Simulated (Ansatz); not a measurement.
A made-up structure of AlH₂TeCl, closed shell:

```
5
angstrom
Cl 4.0936 1.2282 -0.4771
Al -0.3361 -0.6215 -0.3089
Te 1.7900 0.6987 -0.0609
H -0.3802 -1.9437 -1.1591
H 0.9999 1.8029 0.8891
```

It is relaxed with PBE-D4/def2-SVP and then PBE0-D4/def2-TZVP (Ansatz 0.2.0). Atoms count as bonded within 1.22 times the sum of their covalent radii (H–H: 0.88 Å). The end point is not checked to be a true minimum.

Q: Does its bonding change? (Judge from chemistry; the calculation decides.)

A: By the calculation: No: no bond forms or breaks.

Where it ends: The first stage lowers the energy by 0.34 eV in 20 steps. It ends as AlH₂TeCl ([AlH][TeH][Cl]):
| atom | x (Å) | y (Å) | z (Å) |
| --- | --- | --- | --- |
| Cl1 | 4.0453 | 1.7938 | -0.3446 |
| Al2 | -0.1706 | -0.9213 | -0.1167 |
| Te3 | 2.1189 | 0.3269 | 0.3038 |
| H4 | -0.9495 | -1.6857 | -1.3043 |
| H5 | 1.1231 | 1.6506 | 0.3448 |

Labels in which every atom is bracketed show which atoms are joined, not bond orders.

For scale, one of the runs: PBE0-D4/def2-TZVP relaxation, 136 basis functions, launched by `ansatz run in.yaml --threads 2 --pin off --events-out ev --progress --plain --max-ram 4352MiB`. The run took about 37 s on 2 CPU threads of an Intel Xeon Platinum 8259CL (shared host).
